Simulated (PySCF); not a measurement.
# Substituent effects on chemical shifts

Parent skeleton `[CH2:1]=[CH:2][SiH:3]([SiH3:4])[Cl:5]`; one hydrogen on atom 4 is replaced by X. Hydrogens on one atom are averaged.

Theoretical values (PySCF 2.14.0 with density-fitted response routines): GFN2-xTB geometry, GIAO PBE0/pcSseg-1 shieldings. Non-relativistic Hamiltonian, rapidly exchanging positions averaged, one computed conformer, gas phase.

δ = σ(ref) − σ, references computed at the same level: ¹³C, ²⁹Si, ¹H against TMS; HCl for ³⁵Cl.

Problem. Give δ (ppm) for X = SSiH3, Cl, 2-furyl, CHO, OCH3, cPr, NH2, F, NHSiH3.

Solution. 
```tsv
X	SMILES	C1	C2	Si3	Si4	Cl5	H(C1)	H(C2)	H(Si3)	H(Si4)
SSiH3	C=C[Si@@H](Cl)[SiH2]S[SiH3]	146.2	144.0	-18.9	-56.8	-53.8	6.65	6.55	5.83	4.78
Cl	C=C[Si@@H](Cl)[SiH2]Cl	144.1	144.2	-17.6	-38.8	-52.6	6.45	6.65	5.71	5.33
2-furyl	C=C[Si@H](Cl)[SiH2]c1ccco1	143.3	146.5	-10.9	-91.6	-55.7	6.33	6.85	5.79	4.72
CHO	C=C[Si@@H](Cl)[SiH2]C=O	148.6	142.8	-14.1	-74.6	-68.1	6.67	6.41	5.94	4.40
OCH3	C=C[Si@H](Cl)[SiH2]OC	143.8	139.1	-21.3	-27.0	-90.4	6.55	6.50	5.65	5.13
cPr	C=C[Si@H](Cl)[SiH2]C1CC1	141.9	148.1	-18.4	-55.9	-64.7	6.29	6.65	5.84	3.91
NH2	C=C[Si@H](Cl)[SiH2]N	143.2	140.7	-9.9	-49.8	-87.7	6.47	6.39	5.66	5.04
F	C=C[Si@@H](Cl)[SiH2]F	143.7	145.0	-21.2	2.5	-67.5	6.46	6.67	5.76	5.64
NHSiH3	C=C[Si@@H](Cl)[SiH2]N[SiH3]	143.8	145.9	-18.1	-49.9	-46.5	6.43	6.71	5.53	5.22
```

Problem. Which position responds most, and to which substituents?

Solution. Si4: from -91.6 ppm with 2-furyl to 2.5 ppm with F.
